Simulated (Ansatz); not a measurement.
The cluster Ir₃, 3 atoms. Hardware: 4 threads of Arm Neoverse V2 on a shared host.

In the def2 sets Ir takes a core potential; there is no spin–orbit coupling. Correlated methods freeze no core orbitals; core or outer-core shells of Ir are correlated, in sets that lack core-valence functions. In CCSD on the charge 0 doublet the largest single amplitude is 0.69, so its Hartree–Fock determinant may place the open shell otherwise than the density functionals do.

Q: How many basis functions does each of these Ansatz runs have, and roughly what does it cost? PBE-D4/def2-TZVPD, charge 0 doublet, energy, from earlier orbitals; r2SCAN-D4/def2-TZVP, charge 0 doublet, energy, from earlier orbitals; PBE0-D4/def2-TZVPD, charge 0 doublet, energy, from earlier orbitals; PBE0-D4/def2-TZVP, charge 1 triplet at the geometry of the charge 0 doublet, energy; r2SCAN-D4/def2-TZVP, charge 0 sextet, energy, from earlier orbitals; CCSD(T)/def2-TZVP, charge 0 doublet, energy, from earlier orbitals; HF/def2-TZVP, charge 0 doublet, energy, from earlier orbitals; PBE-D4/def2-TZVP, charge 0 sextet, energy, from earlier orbitals; r2SCAN-D4/def2-TZVPD, charge -1 singlet at the geometry of the charge 0 doublet, energy, from earlier orbitals; PBE-D4/def2-TZVP, charge 1 singlet at the geometry of the charge 0 doublet, energy, from earlier orbitals; PBE0-D4/def2-TZVP, charge 1 singlet at the geometry of the charge 0 doublet, energy; PBE0-D4/def2-TZVP, charge 0 doublet, energy, from earlier orbitals.

A: Other jobs shared the machine, so times can vary by a factor of up to 3. A dash marks memory too small to be measured apart from the calling script's.

```
                                                                                                           run  functions  fitting or Cholesky vectors  wall time  peak host memory (GiB)
     PBE-D4/def2-TZVP, charge 1 singlet at the geometry of the charge 0 doublet, energy, from earlier orbitals        120                         1056      1.8 s                       –
r2SCAN-D4/def2-TZVPD, charge -1 singlet at the geometry of the charge 0 doublet, energy, from earlier orbitals        129                         1140      2.9 s                       –
                                            PBE-D4/def2-TZVPD, charge 0 doublet, energy, from earlier orbitals        129                         1140      3.8 s                       –
                                                 HF/def2-TZVP, charge 0 doublet, energy, from earlier orbitals        120                         1128      4.3 s                       –
                                          r2SCAN-D4/def2-TZVP, charge 0 doublet, energy, from earlier orbitals        120                         1056        8 s                       –
                                              PBE-D4/def2-TZVP, charge 0 sextet, energy, from earlier orbitals        120                         1056        8 s                       –
                                           PBE0-D4/def2-TZVPD, charge 0 doublet, energy, from earlier orbitals        129                         1308       10 s                    0.64
                           PBE0-D4/def2-TZVP, charge 1 triplet at the geometry of the charge 0 doublet, energy        120                         1233       12 s                    0.59
                                           r2SCAN-D4/def2-TZVP, charge 0 sextet, energy, from earlier orbitals        120                         1056       18 s                       –
                                            PBE0-D4/def2-TZVP, charge 0 doublet, energy, from earlier orbitals        120                         1233       35 s                    0.58
                           PBE0-D4/def2-TZVP, charge 1 singlet at the geometry of the charge 0 doublet, energy        120                         1233       45 s                       –
                                            CCSD(T)/def2-TZVP, charge 0 doublet, energy, from earlier orbitals        120                         1128    2.7 min                     2.1
```
